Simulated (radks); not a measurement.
Values are calculated unless marked as measured or tabulated.
Task: The mean radii <r> (bohr) of the occupied orbitals of an atom or ion are listed with their occupations. Level of theory: scalar-relativistic Kohn-Sham, LDA (Slater exchange, Perdew-Wang correlation), spin-unpolarised, spherical densities, point nucleus (a radial shooting solver on a logarithmic mesh with Libxc functionals).

orbital  occ.     <r>
1s          2  0.2309
2s          2   1.177
2p          1   1.137
6d          1   23.06

Name the element and its charge.

Result: Z = 7, nitrogen, charge +1: N+ in [He] 2s2 2p1 6d1. The 1s radius gives Z: for a bare nucleus <r> = (2 gamma + 1)/(2Z) with gamma = sqrt(1 - (Z/c)^2), 0.2141 bohr for Z = 7, and screening makes it slightly larger (0.2309 here). The occupations add up to 6, and the charge is Z minus that.
